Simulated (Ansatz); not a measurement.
Input for Ansatz (a quantum-chemistry and plane-wave program): U-CCSD(T)/cc-pVDZ on C2H7B (SMILES BCC), a point of a bond scan (R = 1.480 Å).

Ansatz 0.2 input:
```yaml
crystal:
  periodic: [false, false, false]
  atoms:
    - {symbol: B, position_ang: [-0.74511678, 1.00969072, 0.73932318]}
    - {symbol: H, position_ang: [-1.05554184, 1.26984720, 1.86306207]}
    - {symbol: H, position_ang: [-1.14246163, 1.71786546, -0.13812402]}
    - {symbol: C, position_ang: [0.20447514, -0.18371935, 0.45381740]}
    - {symbol: C, position_ang: [0.38209057, -0.63740051, -0.99729133]}
    - {symbol: H, position_ang: [-0.11435292, -1.32591687, 1.34012537]}
    - {symbol: H, position_ang: [1.16986677, 0.17617641, 0.85720004]}
    - {symbol: H, position_ang: [0.67431348, 0.19819760, -1.63621306]}
    - {symbol: H, position_ang: [-0.55096305, -1.03917752, -1.39764403]}
    - {symbol: H, position_ang: [1.14266970, -1.41485196, -1.09439513]}
basis:
  gaussian:
    orbitals: cc-pVDZ
correlation: {method: ccsd_t, electrons: outside_noble_gas}
scf: {omitted_lower_state_checks: [cluster_reference]}
magnetization: {spin_polarized: true, initial_magnetization: 0}
```

The head of its log:

```
WARN ansatz: RAYON_NUM_THREADS=1 ignored (pool sized by the plan → 1); use --threads N
Functional definition: HF
these checks for a lower state are left out or cut short: cluster_reference
integrals: 0.09 GiB planned
695 factors; integrals over basis functions are off by at most 9.1e-4 eV
mean field: 0.19 GiB planned
mean field evaluation 1: about -2839.6425 eV, gradient 1.7e1 eV
mean field evaluation 2: about -2839.7459 eV, gradient 1.7e1 eV
mean field evaluation 4: about -2841.6955 eV, gradient 2.1e0 eV
mean field evaluation 8: about -2841.7307 eV, gradient 9.5e-4 eV
mean field -2841.73067378 eV, -104.4316760671 hartree, gradient 6.8e-6 eV, S^2 0.000000; 0 other end points of the search recorded, 0 dependent functions left out
3 core orbitals not correlated
reference -2841.73067378 eV, -104.4316760671 hartree; 9, 9 occupied and 65, 65 virtual orbitals, 695 factors
```

Problem. Predict the final total energy.

Solution. -104.8767 hartree (reference determinant -104.4317, T1 diagnostic 0.010).
